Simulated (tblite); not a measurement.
C6H8O2.
Atom-mapped SMILES: `[CH2:1]=[CH:2][C:3](=[CH2:4])[C:5](=[O:6])[O:7][CH3:8]` (hydrogens: H9, H10 on C1; H11 on C2; H12, H13 on C4; H14, H15, H16 on C8)

Geometry (GFN2-xTB, Å), atoms numbered from 1 in this order:
```
atom  x, y, z in Å
C1    -0.9477    1.9433   -0.4934
C2    -0.4795    1.0692   -1.3751
C3    -0.1332   -0.3201   -1.1103
C4     0.0464   -1.2037   -2.0964
C5     0.0343   -0.8215    0.2864
O6    -0.2720   -1.9291    0.6493
O7     0.6149    0.0793    1.0896
C8     0.8458   -0.3401    2.4258
H9    -1.2049    2.9463   -0.7880
H10   -1.0940    1.6984    0.5436
H11   -0.3730    1.3614   -2.4123
H12   -0.0397   -0.9249   -3.1331
H13    0.2776   -2.2321   -1.8794
H14   -0.1035   -0.5111    2.9381
H15    1.4205   -1.2683    2.4379
H16    1.4003    0.4619    2.9058
```

Calculated harmonic vibrations of the isolated species, GFN2-xTB (tblite), most abundant isotopes, no scaling. This tight-binding method is rough: wavenumbers can miss measured ones by several per cent, in bad cases by 10 to 20. One conformer, not necessarily the lowest.

Harmonic wavenumbers (cm⁻¹): 36.2, 54.5, 86.1, 131.6, 172.1, 256.7, 310.8, 321.7, 433.1, 498.3, 579.0, 624.1, 739.7, 758.9, 826.0, 894.3, 906.4, 924.9, 1007.6, 1019.6, 1028.9, 1123.8, 1140.5, 1165.6, 1285.5, 1299.5, 1386.9, 1387.2, 1412.9, 1441.9, 1464.8, 1641.4, 1674.9, 1751.4, 2975.5, 2989.6, 3045.9, 3051.8, 3106.5, 3114.7, 3142.1, 3143.9.

A = 2916, B = 1815, C = 1217 MHz; mass 112.052 u (most abundant isotopes); point group C1, symmetry number 1.

Zero-point energy?

½Σν̃ = 27178 cm⁻¹ = 77.71 kcal/mol.

Entropy at 273.15 K, 1 bar (ideal gas, RRHO, classical rotation)?

Translation 39.65, rotation 28.04, vibration 25.45: S = 93.1 cal/(mol K).

And Cp and H(273.15 K) − H(0)?

Cp = 31.62 cal/(mol K), of which vibrations give 23.68 (their classical limit is 42 R = 83.5); H(273.15 K) − H(0) = 5.62 kcal/mol without the zero-point energy, 3.45 from vibrations.

What must be added to the electronic energy to get the Gibbs energy at 273.15 K and 1 bar?

ZPE + [H(273.15 K) − H(0)] − T·S = 77.71 + 5.62 − 25.44 = 57.89 kcal/mol.

Which modes carry the vibrational entropy at 273.15 K?

36.2 cm⁻¹: 5.28; 54.5 cm⁻¹: 4.47; 86.1 cm⁻¹: 3.58; 131.6 cm⁻¹: 2.75; 172.1 cm⁻¹: 2.25; 256.7 cm⁻¹: 1.53 cal/(mol K); the other 36 give 5.58 together.

Blend soft modes into free rotors: weight 1/[1 + (100 cm⁻¹/ν̃)⁴] for the oscillator and the rest for a rotor with moment μB/(μ + B), μ = h/(8π²ν), B = 10⁻⁴⁴ kg m². What vibrational entropy results?

22.48 cal/(mol K) in place of 25.45, which changes −T·S at 273.15 K by +0.81 kcal/mol.

How do the functions run with temperature in this model?

```json
{"T (K)": "100", "S (cal/(mol K))": "69.4", "Cp (cal/(mol K))": "18.1", "H − H(0) (kcal/mol)": "1.33", "G − H(0) (kcal/mol)": "-5.60", "ln q(vib)": "2.15"}
{"T (K)": "200", "S (cal/(mol K))": "84.3", "Cp (cal/(mol K))": "25.7", "H − H(0) (kcal/mol)": "3.53", "G − H(0) (kcal/mol)": "-13.33", "ln q(vib)": "4.71"}
{"T (K)": "300", "S (cal/(mol K))": "96.2", "Cp (cal/(mol K))": "33.8", "H − H(0) (kcal/mol)": "6.50", "G − H(0) (kcal/mol)": "-22.36", "ln q(vib)": "7.07"}
{"T (K)": "500", "S (cal/(mol K))": "117.1", "Cp (cal/(mol K))": "48.7", "H − H(0) (kcal/mol)": "14.82", "G − H(0) (kcal/mol)": "-43.75", "ln q(vib)": "11.55"}
{"T (K)": "800", "S (cal/(mol K))": "143.4", "Cp (cal/(mol K))": "63.1", "H − H(0) (kcal/mol)": "31.77", "G − H(0) (kcal/mol)": "-82.97", "ln q(vib)": "17.83"}
{"T (K)": "1000", "S (cal/(mol K))": "158.2", "Cp (cal/(mol K))": "69.3", "H − H(0) (kcal/mol)": "45.05", "G − H(0) (kcal/mol)": "-113.16", "ln q(vib)": "21.69"}
```

q(vib) and H(0) count from the zero-point level.

Hindered rotation and anharmonicity are outside this model. Other conformers, if any are populated, would add a mixing term that is left out. The structure is chiral; the term R ln 2 for an equal mix with its mirror image is left out.

Hardware: one thread, Arm Neoverse V1 (aarch64), no GPU, shared host with 32 logical CPUs at a one-minute load of 13. Cost: 0.47 s. This covers the Hessian and the dipole derivatives.
